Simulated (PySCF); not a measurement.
## Electric field gradients and quadrupole coupling constants

Compound: C₅H₁₃NSi.
Structure used (GFN2-xTB), in Å, numbered top down from 1:
```
atom  x, y, z in Å
C1    -1.7060    1.3328    0.0673
C2    -1.2475    0.0916   -0.6901
C3    -1.2059   -1.1443    0.2245
C4     0.2680   -1.2704    0.6559
N5     0.9426   -0.1315    0.0765
Si6    2.5423    0.3400    0.4487
C7     0.2183    0.2286   -1.1155
H8    -1.6934    2.2035   -0.5849
H9    -1.0394    1.5177    0.9061
H10   -2.7185    1.2007    0.4434
H11   -1.8982   -0.0715   -1.5526
H12   -1.8641   -1.0194    1.0827
H13   -1.5211   -2.0363   -0.3166
H14    0.6907   -2.2153    0.2847
H15    0.3917   -1.2555    1.7404
H16    3.6017   -0.4720   -0.1787
H17    2.6602    0.2163    1.9029
H18    2.6560    1.7194   -0.0242
H19    0.4376   -0.4624   -1.9447
H20    0.4799    1.2389   -1.4287
```

Field gradients from the PBE0/pcSseg-1 density (PySCF, non-relativistic), principal values in atomic units, ordered |Vxx| ≤ |Vyy| ≤ |Vzz|:

| atom | Vxx | Vyy | Vzz |
| --- | --- | --- | --- |
| N5 | 0.3608 | 0.7574 | -1.1182 |

Problem. Find the asymmetry η = (Vxx − Vyy)/Vzz and the couplings χ = eQV/h (234.96 MHz × Q in barn × V in au), with Q(14N) = 0.02044 b.

Solution. 
```json
{"atom": "N5", "environment": "silicon-bound nitrogen", "nucleus": "14N", "η": "0.35", "χzz (MHz)": "-5.37", "χxx (MHz)": "1.73", "χyy (MHz)": "3.64"}
```

The tensor is traceless: Vxx + Vyy + Vzz = 0.

Problem. What is Vzz at N5 in SI units (1 au = 9.71736 × 10²¹ V/m²)?

Solution. -1.1182 au = -10.866 × 10²¹ V/m².

Problem. And the gradient at the other heavy atoms, for which no coupling is worked out here?

Solution. 
```json
{"atom": "C1", "environment": "methyl carbon", "Vzz (au)": "0.051", "η": "0.45"}
{"atom": "C2", "environment": "sp3 CH carbon", "Vzz (au)": "-0.052", "η": "0.89"}
{"atom": "C3", "environment": "ring CH2 carbon", "Vzz (au)": "0.075", "η": "0.84"}
{"atom": "C4", "environment": "sp3 carbon bound to nitrogen", "Vzz (au)": "0.226", "η": "0.28"}
{"atom": "Si6", "environment": "SiH3 silicon", "Vzz (au)": "0.259", "η": "0.09"}
{"atom": "C7", "environment": "sp3 carbon bound to nitrogen", "Vzz (au)": "0.220", "η": "0.15"}
```

Were the hydrogens deuterons (Q(2H) = 0.00286 b), χzz would run from 103 kHz (H16) to 212 kHz (H8 and H10).

Geometry: GFN2-xTB, one conformer, isolated molecule. GFN2-xTB bond lengths can be off by several hundredths of an ångström, more for odd bonds, and the gradients follow them. A larger basis could move these couplings by a tenth or more.
